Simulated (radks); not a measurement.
Isoelectronic series with 21 electrons, all held in the configuration [Ar] 3d1 4s2, which need not be the ground one along the series. Calculated with a radial shooting solver on a logarithmic mesh with Libxc functionals: Dirac Kohn-Sham, PBE, spin-unpolarised, spherical densities, finite nucleus; open shells are shared between the two j in proportion to 2j + 1; Fermi nuclear charge, rms radius of each element as measured or else 0.836 A^(1/3) + 0.57 fm. Total energies (hartree) and orbital eigenvalues (eV):

\begin{tabular}{lrrrrr}
ion & E (hartree) & 3d5/2 & 3d3/2 & 4s1/2 & 3p3/2 \\ \hline
Sc & -764.06123 & -3.2223 & -3.2526 & -4.1828 & -33.4499 \\
Ti+ & -853.21310 & -15.8447 & -15.9025 & -11.9345 & -51.3201 \\
V2+ & -947.69567 & -32.8473 & -32.9398 & -22.0421 & -73.3484 \\
Cr3+ & -1047.49907 & -53.5603 & -53.6971 & -34.2281 & -98.9462 \\
Mn4+ & -1152.62573 & -77.7267 & -77.9189 & -48.3745 & -127.9062 \\
Fe5+ & -1263.08370 & -105.2141 & -105.4747 & -64.4178 & -160.1266 \\
Co6+ & -1378.88410 & -135.9433 & -136.2872 & -82.3200 & -195.5481 \\
Ni7+ & -1500.04074 & -169.8622 & -170.3060 & -102.0572 & -234.1335 \\
Cu8+ & -1626.56845 & -206.9346 & -207.4970 & -123.6137 & -275.8575 \\
Zn9+ & -1758.48470 & -247.1337 & -247.8356 & -146.9793 & -320.7026 \\
\end{tabular}

3d5/2 drops below 4s1/2 between Sc and Ti+. 3d3/2 drops below 4s1/2 between Sc and Ti+.
